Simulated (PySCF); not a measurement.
C₆H₁₄O₂Si.
SMILES with atom numbers: `[CH3:1][C:2]([CH3:3])([CH3:4])[SiH:5]1[O:6][CH2:7][CH2:8][O:9]1`

Structure used (PBE0-D3(BJ)/def2-SVP), in Å, numbered top down from 1:
```xyz
23
C6H14O2Si angstrom
C     -1.9566    1.2800   -0.0224
C     -1.1738   -0.0306    0.0994
C     -1.9007   -1.0039    1.0314
C     -0.9641   -0.6618   -1.2786
Si     0.5059    0.3596    0.8423
O      1.3992    1.3552   -0.1771
C      2.6977    0.8200   -0.3355
C      2.5943   -0.6982   -0.1309
O      1.5877   -0.9285    0.8350
H     -1.4428    2.0001   -0.6790
H     -2.1058    1.7629    0.9575
H     -2.9572    1.0910   -0.4498
H     -1.3467   -1.9500    1.1435
H     -2.8996   -1.2480    0.6289
H     -2.0479   -0.5781    2.0375
H     -0.3917   -1.6006   -1.2068
H     -0.4199    0.0180   -1.9526
H     -1.9352   -0.8972   -1.7480
H      0.3694    0.9020    2.2255
H      3.0808    1.0681   -1.3383
H      3.3839    1.2660    0.4093
H      3.5483   -1.1259    0.2175
H      2.3255   -1.1975   -1.0808
```

NICS is the negative of the GIAO shielding at a point without a nucleus: at the ring centre (0) and 1 Å above and below it (1); zz is the component along the ring normal. Level: GIAO B97-2/pcSseg-1 (PySCF, non-relativistic, gas phase) on the PBE0-D3(BJ)/def2-SVP geometry, one conformer.

Ring bond lengths (Å): Si5–O6 1.682, O6–C7 1.413, C7–C8 1.535, C8–O9 1.414, O9–Si5 1.682.

Give the NICS values of each ring in ppm.

```tsv
ring	type	NICS(0)	NICS(1), two faces	NICS(1)zz, two faces	rms pucker (Å)	centre to ring atoms, mean (Å)
Si5–O6–C7–C8–O9	5-membered ring with 2 O and Si; formal bonds all single	-7.3	-2.6 / -2.8	-5.3 / -5.0	0.13	1.30
```

What do they say, and how far can they be read as aromaticity?

- Si5–O6–C7–C8–O9: mean NICS(1)zz -5.1 ppm, shielded. Si5, C7, C8 have four or more neighbours; no verdict on aromaticity is drawn.

What field does 14.1 T along the ring normal induce along that normal at the first NICS(1) probe listed for ring Si5–O6–C7–C8–O9, 1 Å off the ring?

NICSzz × B0 = -5.3 ppm × 14.1 T = -75 μT, against the applied field.

List the ring angles.

- Si5–O6–C7–C8–O9: Si5 96.3°, O6 109.4°, C7 107.3°, C8 107.5°, O9 109.6°; sum 530.1° against 540° for a flat convex ring.

How do the values depend on the level or the medium?

```csv
level,"NICS(0), Si5–O6–C7–C8–O9","mean NICS(1)zz, Si5–O6–C7–C8–O9"
"B97-2/pcSseg-1, gas",-7.3,-5.1
"PBE0/pcSseg-1, gas",-7.4,-5.3
"PBE0/pcSseg-1, IEF-PCM acetonitrile",-7.3,-5.2
"PBE0/pcSseg-1, IEF-PCM benzene",-7.3,-5.2
```

The geometry is the same throughout; the continuum's cavity takes Bondi-type radii × 1.2.

Time: 47 s wall; peak memory 1.2 GiB. Hardware: an Arm Neoverse V1 with one thread, on a shared host. This is the whole shielding run at B97-2/pcSseg-1, SCF included.
